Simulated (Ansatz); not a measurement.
C3H9FOSi, SMILES CC(C)(F)[SiH2]O.

The structure is a stationary point at r2SCAN-D4/def2-SVP. This is a generated structure with no PubChem entry under its InChIKey; it may be hypothetical. The values are those of a single conformer.

Two levels are set side by side: PBE/def2-SVPD (Ansatz, an electronic-structure program) and PBE0/def2-SVPD (Ansatz). Energy differences of separate SCF runs at the same geometry; the states with an electron removed or added have multiplicity 2 and 2. Differences are taken from unrounded values.

| quantity | PBE |
|---|---|
| vertical ionisation energy (eV) | 9.60 |
| vertical singlet–triplet gap (eV) | 5.86 |

Q: These are the PBE values. What does PBE0 give? (Estimate from the structure and the level; the computed values follow.)

A: 
| quantity | PBE0 | PBE minus PBE0 |
|---|---|---|
| vertical ionisation energy (eV) | 10.04 | -0.44 |
| vertical singlet–triplet gap (eV) | 6.47 | -0.62 |
